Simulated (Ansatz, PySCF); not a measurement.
Molecule: sum formula SiCl$_{2}$F (charge -1, singlet). 
Geometry from a B3LYP-D3(BJ)/def2-TZVP (Ansatz, a quantum-chemistry and plane-wave program) optimisation:
```xyz
4

Si    -0.3112    -0.2125     0.7893
F     -1.4686    -1.0006    -0.0988
Cl    -0.4404     1.7573    -0.2980
Cl     1.4742    -1.0525    -0.2997
```
Charge -1, spin multiplicity 1.

Total electronic energies in hartree. Valence correlation only, unless marked. No spin-orbit coupling. No relativistic terms. CBS marks a two-point X^-3 extrapolation of the correlation energy; Hartree-Fock from the larger set. The bracket is a focal-point correction in the basis named.

```csv
level,program,energy (Eh)
revPBE-D4/def2-TZVPD,Ansatz + dftd4,?
TPSSh-D3(BJ)/def2-TZVPD,PySCF + dftd3,?
HSE06-D3(BJ)/def2-TZVPD,Ansatz + dftd3,-1309.49860
CAM-B3LYP/def2-TZVPD,Ansatz,-1310.05706
MP2/cc-pwCVTZ,Ansatz,-1308.42496
RI-MP2/cc-pV(Q+d)Z,Ansatz,-1308.50521
CCSD/aug-cc-pV(T+d)Z,Ansatz,-1308.47244
CCSD(T)/cc-pV(T+d)Z,Ansatz,-1308.47540
"RI-MP2/CBS(aug-cc-pV(T+d)Z,aug-cc-pV(Q+d)Z)+[CCSD(T)-MP2]/aug-cc-pV(T+d)Z",Ansatz,-1308.6335
```

**Question.** Complete the blanks.

**Answer.** 
- revPBE-D4/def2-TZVPD, energy (Eh): -1309.78941
- TPSSh-D3(BJ)/def2-TZVPD, energy (Eh): -1310.08218
